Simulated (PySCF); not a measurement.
Job file and geometry (Å, from GFN2-xTB) of an NMR shielding run on SMILES C[N+]1(C)[BH2-]C(B(O)O)=CC1, C5H13B2NO2, GIAO PBE0/pcSseg-1 NMR shielding, non-relativistic, gas phase (PySCF 2.14.0, density-fitted response routines); density fitting, a coarse starting grid and PySCF grid level 2 are the driver's defaults:

```
$ OMP_NUM_THREADS=1 python probes_run.py task.json out

{"job": {"kind": "nmr", "xc": "PBE0", "basis": "pcSseg-1"}, "charge": 0, "multiplicity": 1}
C     -2.287383     0.868273     0.695352
N     -1.177323     0.154963     0.079646
C     -1.582115    -1.216267    -0.217265
B      0.188626     0.121408     1.022599
C      1.278764     0.023016    -0.156164
B      2.778247    -0.397122     0.009269
O      3.365076    -0.479554     1.243699
O      3.545017    -0.705908    -1.068285
C      0.719463     0.401163    -1.305782
C     -0.723688     0.798039    -1.168190
H     -3.158714     0.892996     0.033663
H     -1.982453     1.886804     0.925810
H     -2.560350     0.374540     1.626482
H     -1.844664    -1.730147     0.704711
H     -2.441445    -1.232234    -0.894561
H     -0.745221    -1.735212    -0.679175
H      0.248216     1.166106     1.599309
H      0.111695    -0.811206     1.760238
H      2.766960    -0.271143     1.959596
H      4.440516    -0.945227    -0.825233
H      1.203455     0.476800    -2.267533
H     -0.797825     1.884511    -1.050073
H     -1.349606     0.502385    -2.018033
```

**Question.** Write the output of this run.

**Answer.** 
```
coarse grid: 18896 points
cycle   1  E = -452.5169239295  dE =  1.461e+00  |g| = 9.529e-01  |ddm| = 4.119e+00
cycle   2  E = -452.3928633515  dE =  1.241e-01  |g| = 1.270e+00  |ddm| = 1.822e+00
cycle   3  E = -452.7031752268  dE = -3.103e-01  |g| = 1.157e-01  |ddm| = 1.110e+00
cycle   4  E = -452.7056930567  dE = -2.518e-03  |g| = 6.061e-02  |ddm| = 1.524e-01
cycle   5  E = -452.7065418841  dE = -8.488e-04  |g| = 1.837e-02  |ddm| = 6.434e-02
cycle   6  E = -452.7066216580  dE = -7.977e-05  |g| = 5.106e-03  |ddm| = 2.110e-02
cycle   7  E = -452.7066276367  dE = -5.979e-06  |g| = 1.083e-03  |ddm| = 5.725e-03
final grid: 181704 points
cycle   8  E = -452.7809169618  dE = -7.579e-05  |g| = 1.130e-02  |ddm| = 4.756e-02
cycle   9  E = -452.7808990415  dE =  1.792e-05  |g| = 1.464e-02  |ddm| = 2.346e-02
cycle  10  E = -452.7809477465  dE = -4.871e-05  |g| = 1.441e-03  |ddm| = 1.315e-02
cycle  11  E = -452.7809481342  dE = -3.876e-07  |g| = 2.654e-04  |ddm| = 1.032e-03
cycle  12  E = -452.7809481465  dE = -1.236e-08  |g| = 8.701e-05  |ddm| = 2.341e-04
cycle  13  E = -452.7809481478  dE = -1.284e-09  |g| = 3.704e-05  |ddm| = 8.255e-05
cycle  14  E = -452.7809481481  dE = -2.588e-10  |g| = 7.603e-06  |ddm| = 3.174e-05
converged SCF energy = -452.7809481481

GIAO shielding tensors (ppm)
atom      isotropic    diamagn.    paramagn.     s11        s22        s33       span
  0 C      135.811     245.361    -109.550    106.065    118.699    182.669     76.604
  1 N      200.950     322.551    -121.601    173.828    199.791    229.230     55.401
  2 C      136.005     248.937    -112.931     96.940    125.287    185.789     88.849
  3 B      105.736     191.643     -85.907     81.179     97.951    138.077     56.898
  4 C       19.425     264.553    -245.127    -80.851    -24.685    163.811    244.662
  5 B       74.155     195.826    -121.671     62.052     67.588     92.824     30.773
  6 O      208.047     387.275    -179.228    101.622    259.383    263.136    161.513
  7 O      228.625     384.594    -155.969    134.920    267.188    283.767    148.847
  8 C       46.453     256.099    -209.646    -65.975     74.695    130.639    196.614
  9 C      113.477     253.620    -140.143     78.838    105.257    156.336     77.498
 10 H       29.284      29.005       0.279     25.328     26.556     35.966     10.638
 11 H       28.770      30.044      -1.274     24.820     26.787     34.704      9.883
 12 H       28.844      29.472      -0.628     24.808     26.290     35.435     10.627
 13 H       29.254      31.378      -2.123     25.182     27.204     35.378     10.196
 14 H       29.857      31.011      -1.154     26.054     27.157     36.361     10.307
 15 H       28.336      32.085      -3.749     23.652     28.318     33.038      9.385
 16 H       28.781      34.138      -5.357     25.019     28.556     32.768      7.749
 17 H       29.096      34.957      -5.861     25.045     28.330     33.913      8.867
 18 H       27.575      33.898      -6.323     20.702     26.443     35.579     14.877
 19 H       27.904      28.177      -0.273     21.884     23.869     37.959     16.075
 20 H       25.371      33.631      -8.260     23.227     24.753     28.133      4.905
 21 H       27.871      32.841      -4.970     23.891     27.194     32.528      8.637
 22 H       28.470      32.943      -4.473     24.667     26.981     33.762      9.096
```

Size and cost of the density-fitted run: 235 basis functions, 3.1 min wall time on 1 thread of an Intel Xeon, shared host; peak memory 1.1 GiB.
